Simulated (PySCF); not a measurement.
# Excitation energy of Kr²⁺ by level of theory

Kr²⁺ [Ar] 3d10 4s2 4p4 (3P) → Kr²⁺ [Ar] 3d10 4s1 4p4 4d1 (high-spin determinant), as a difference of total energies. Computed with PySCF 2.14 in aug-cc-pVQZ-PP with ECP10MDF, with a scalar-relativistic core potential. Correlated levels: valence: 3s2 3p6 3d10 frozen. The calculations carry no spin-orbit coupling.

```tsv
method	excitation energy (eV)
UHF	30.524
MP2 (valence)	30.927
SCS-MP2 (valence)	31.104
CCSD (valence)	30.361
CCSD(T) (valence)	30.166
```

Question: How much does correlation contribute at CCSD(T) (valence)?

Answer: 30.166 − (30.524) = -0.358 eV, measured against UHF.

The promoted electron is Rydberg-like, and one or two diffuse shells describe it only roughly, which tends to raise the upper state.

The coupled-cluster amplitudes are large for the upper state (T1 above 0.03 or a double amplitude above 0.15), so a single reference is strained.

The determinant of the upper state mixes LS terms, which raises its energy above the lowest term, most at the Hartree-Fock and MP2 levels.
